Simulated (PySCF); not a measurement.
Isomers of C8H7FO, one GFN2-xTB conformer each. Single-point energies are computed at PBE0/pcSseg-1 (PySCF, gas phase, no added dispersion term), electronic only.

Problem. Rank them by PBE0/pcSseg-1 energy, lowest first (kcal/mol).
A. `[CH3:1][C@H:2]1[c:3]2[cH:4][c:5]([OH:6])[cH:7][c:8]([F:9])[c:10]21` with C4–C5–O6–H 180°
B. `[O:1]=[CH:2][c:3]1[cH:4][cH:5][c:6]([CH2:7][F:8])[cH:9][cH:10]1` with O1–C2–C3–C4 180°, C5–C6–C7–F8 0°
C. `[CH3:1][c:2]1[cH:3][cH:4][c:5]([C:6](=[O:7])[F:8])[cH:9][cH:10]1` with C4–C5–C6–O7 0°
D. `[CH3:1][C:2](=[O:3])[c:4]1[cH:5][cH:6][cH:7][cH:8][c:9]1[F:10]` with C1–C2–C4–C5 180°
E. `[CH:1]#[C:2][C@H:3]1[CH2:4][O:5]/[C:6](=[CH:7]/[F:8])[C:9]1=[CH2:10]` with C2–C3–C4–O5 146°, C3–C4–O5–C6 -21°, C4–O5–C6–C7 -171°, O5–C6–C9–C10 -174°
F. `[CH3:1][c:2]1[cH:3][cH:4][cH:5][c:6]([C:7](=[O:8])[F:9])[cH:10]1` with C5–C6–C7–O8 180°

Solution. C (0.0), F (0.5), D (16.4), B (23.0), A (75.2), E (103.8).

As drawn, the lowest has an aromatic ring and a C=O bond, which the highest lacks; the highest has a C≡C bond and a C=C bond outside aromatic rings, which the lowest lacks. Neighbours under 2.5 kcal/mol apart (Cc1ccc(C(=O)F)cc1 and Cc1cccc(C(=O)F)c1) can change places with a better method, another conformer or zero-point energy. GFN2-xTB itself gives, in the same order: 0.0, 0.4, 11.3, 18.8, 52.0, 69.3. Both levels put the same isomer lowest; measured from each level's own lowest isomer, the values differ by up to 34.5 kcal/mol (C#C[C@H]1CO/C(=C/F)C1=C: 69.3 against 103.8).

Problem. Which frontier levels, dipoles and rotational constants go with these structures?

Solution. 
```json
{"SMILES": "Cc1ccc(C(=O)F)cc1", "HOMO (eV, PBE0/pcSseg-1)": "-7.76", "LUMO (eV)": "-1.86", "dipole (D)": "4.81", "A, B, C (MHz)": "3786, 785.9, 653.5"}
{"SMILES": "Cc1cccc(C(=O)F)c1", "HOMO (eV, PBE0/pcSseg-1)": "-7.72", "LUMO (eV)": "-1.94", "dipole (D)": "4.41", "A, B, C (MHz)": "2674, 929.4, 692.6"}
{"SMILES": "CC(=O)c1ccccc1F", "HOMO (eV, PBE0/pcSseg-1)": "-7.55", "LUMO (eV)": "-1.79", "dipole (D)": "2.82", "A, B, C (MHz)": "2230, 1219, 792.0"}
{"SMILES": "O=Cc1ccc(CF)cc1", "HOMO (eV, PBE0/pcSseg-1)": "-7.59", "LUMO (eV)": "-1.94", "dipole (D)": "2.39", "A, B, C (MHz)": "4642, 665.7, 584.4"}
{"SMILES": "C[C@H]1c2cc(O)cc(F)c21", "HOMO (eV, PBE0/pcSseg-1)": "-6.55", "LUMO (eV)": "-0.36", "dipole (D)": "0.72", "A, B, C (MHz)": "1925, 1143, 751.8"}
{"SMILES": "C#C[C@H]1CO/C(=C/F)C1=C", "HOMO (eV, PBE0/pcSseg-1)": "-6.27", "LUMO (eV)": "-1.01", "dipole (D)": "1.82", "A, B, C (MHz)": "2627, 939.5, 721.0"}
```
